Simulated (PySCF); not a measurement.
Be(H)(SMe) (CH4BeS), SMILES [S]([BeH])C.

Geometry optimised at B3LYP-D3(BJ)/def2-TZVP.

Computed with TDA-PBE0/def2-SVPD in PySCF.

Vertical excitations. Gas-phase values at a fixed geometry. State labels are in the subgroup Cs.

Estimate the UV-visible absorptions. (An estimate is asked for; the answer gives what the named calculation found.)


```
state  symmetry  energy (eV)  λ (nm)      f                                            main pairs
-----  --------  -----------  ------  -----  ----------------------------------------------------
S1           A"         4.54     273  0.000                                        HOMO→LUMO 99 %
S2           A'         5.69     218  0.030                    HOMO−1→LUMO 54 %, HOMO→LUMO+1 44 %
S3           A'         6.11     203  0.111                    HOMO→LUMO+1 50 %, HOMO−1→LUMO 42 %
S4           A"         6.38     194  0.059                                      HOMO→LUMO+2 94 %
S5           A"         6.59     188  0.005                                    HOMO−1→LUMO+1 91 %
S6           A"         6.98     178  0.002                    HOMO→LUMO+3 76 %, HOMO→LUMO+4 16 %
S7           A'         6.99     177  0.048                                      HOMO−2→LUMO 94 %
S8           A"         7.43     167  0.001  HOMO→LUMO+4 61 %, HOMO→LUMO+5 25 %, HOMO→LUMO+3 10 %
S9           A'         7.67     162  0.058                  HOMO−1→LUMO+2 76 %, HOMO→LUMO+6 20 %
S10          A"         7.73     160  0.001                    HOMO→LUMO+5 70 %, HOMO→LUMO+4 16 %
T1           A"         4.26     291      0                                        HOMO→LUMO 96 %
T2           A'         4.85     256      0                                      HOMO→LUMO+1 94 %
T3           A'         5.32     233      0                                      HOMO−1→LUMO 93 %
T4           A'         5.85     212      0                                      HOMO−2→LUMO 91 %
```
Triplets are in the Tamm–Dancoff approximation.
